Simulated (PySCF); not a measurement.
**How methods differ on the ionisation energy of Hg⁺**

Hg⁺ [Xe] 4f14 5d10 6s1 (2S) → Hg²⁺ [Xe] 4f14 5d10 (1S), as a difference of total energies. Calculation: PySCF 2.14, in cc-pVTZ-PP with ECP60MDF; a scalar-relativistic core potential. Correlated levels: valence: 5s2 5p6 frozen. The calculations carry no spin-orbit coupling.

| method | ionisation energy (eV) |
| --- | --- |
| UHF | 17.099 |
| r2SCAN | 18.996 |
| PBE0 | 18.769 |
| MP2 (valence) | 18.595 |
| SCS-MP2 (valence) | 18.384 |

Errors of the correlated levels include the incompleteness of this basis and the frozen core.

Task: Which method comes closest to the reference value, and which is furthest?

Result: The reference is 18.757 eV (measured; NIST Atomic Spectra Database, ionization energies). Closest: PBE0 (error 0.012 eV); furthest: UHF (error -1.658 eV).
